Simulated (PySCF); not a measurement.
C₈H₁₃P.
Z-matrix (Å and degrees, GFN2-xTB geometry), rows numbered from 1:
```
C 
C   1  1.5210
P   2  1.8739  1  111.07
C   3  1.8041  2  100.61  1   -77.85
C   4  1.3473  3  111.75  2  -105.86
C   5  1.4924  4  125.73  3  -175.51
C   5  1.4480  4  113.27  3     5.81
C   7  1.3448  5  114.95  4    -0.51
C   8  1.4906  3  122.98  2   -77.91
H   1  1.0890  2  110.36  3  -178.46
H   1  1.0884  2  110.63  3   -58.26
H   1  1.0877  2  110.57  3    61.73
H   2  1.0926  1  111.01  3  -121.27
H   2  1.0929  1  110.30  3   118.05
H   4  1.0776  3  122.94  2    81.53
H   6  1.0901  5  110.03  4   118.28
H   6  1.0872  5  110.93  4    -2.16
H   6  1.0900  5  110.25  4  -122.96
H   7  1.0802  5  121.02  4   178.09
H   9  1.0887  8  110.63  3   177.19
H   9  1.0903  8  110.29  3   -62.61
H   9  1.0900  8  110.77  3    56.37
```

Definitions: NICS(0) = −σiso at the ring centroid; NICS(1) = −σiso and NICS(1)zz = −σzz at ±1 Å along the ring normal z. Level: GIAO PBE0/pcSseg-1 (PySCF, non-relativistic, gas phase) on the GFN2-xTB geometry, one conformer.

Ring bond lengths (Å), with Mayer bond orders in brackets: P3–C4 1.804 (0.99), C4–C5 1.347 (1.73), C5–C7 1.448 (1.09), C7–C8 1.345 (1.72), C8–P3 1.825 (0.95).

Q: Give the NICS values of each ring in ppm.

A: 
```tsv
ring	type	NICS(0)	NICS(1), two faces	NICS(1)zz, two faces	rms pucker (Å)	centre to ring atoms, mean (Å)
P3–C4–C5–C7–C8	5-membered ring with P; bonds drawn aromatic by RDKit's count	-3.0	-5.2 / -5.2	-7.9 / -9.0	0.04	1.31
```

Q: What do they say, and how far can they be read as aromaticity?

A: 
- P3–C4–C5–C7–C8: mean NICS(1)zz -8.4 ppm, shielded. A hydrogen on C2, outside the ring, lies 1.84 Å from a NICS(1) probe.

Q: What does the geometric index give? HOMA = 1 − mean of α(R − Ropt)² over the ring bonds, with Krygowski's 1993 parameters (CC: Ropt 1.388 Å, α 257.7 Å⁻²; CP: Ropt 1.698 Å, α 118.91 Å⁻²).

A: 
- P3–C4–C5–C7–C8: HOMA -0.02; the largest term is that of C8–P3, α(R − Ropt)² = 1.92.

Q: What field does 14.1 T along the ring normal induce along that normal at the second NICS(1) probe listed for ring P3–C4–C5–C7–C8, 1 Å off the ring?

A: NICSzz × B0 = -9.0 ppm × 14.1 T = -127 μT, against the applied field.

Q: List the ring angles and the Hirshfeld charges of the ring atoms.

A: 
- P3–C4–C5–C7–C8: P3 89.2° (+0.148 e), C4 111.7° (-0.129 e), C5 113.3° (+0.003 e), C7 114.9° (-0.071 e), C8 110.3° (-0.040 e); sum 539.4° against 540° for a flat convex ring.

Q: How shielded are the nuclei of the rings and their hydrogens (means over atoms taken as equivalent)?

A: 
```json
{"atoms": "P3", "environment": "ring phosphorus", "σ isotropic (ppm)": "323.6", "principal values of the symmetric part, first atom (ppm)": "265.2, 310.8, 395.0"}
{"atoms": "C4", "environment": "unsaturated ring CH carbon", "σ isotropic (ppm)": "49.1", "principal values of the symmetric part, first atom (ppm)": "-51.7, 54.0, 145.2"}
{"atoms": "C5", "environment": "unsaturated ring carbon", "σ isotropic (ppm)": "29.9", "principal values of the symmetric part, first atom (ppm)": "-72.4, 25.2, 137.0"}
{"atoms": "C7", "environment": "unsaturated ring CH carbon", "σ isotropic (ppm)": "45.7", "principal values of the symmetric part, first atom (ppm)": "-45.1, 63.0, 119.2"}
{"atoms": "C8", "environment": "unsaturated ring carbon", "σ isotropic (ppm)": "21.2", "principal values of the symmetric part, first atom (ppm)": "-82.9, -1.6, 148.2"}
{"atoms": "H15", "environment": "hydrogen on carbon", "σ isotropic (ppm)": "25.26", "principal values of the symmetric part, first atom (ppm)": "22.7, 24.9, 28.2"}
{"atoms": "H19", "environment": "hydrogen on carbon", "σ isotropic (ppm)": "25.10", "principal values of the symmetric part, first atom (ppm)": "22.9, 23.9, 28.5"}
```
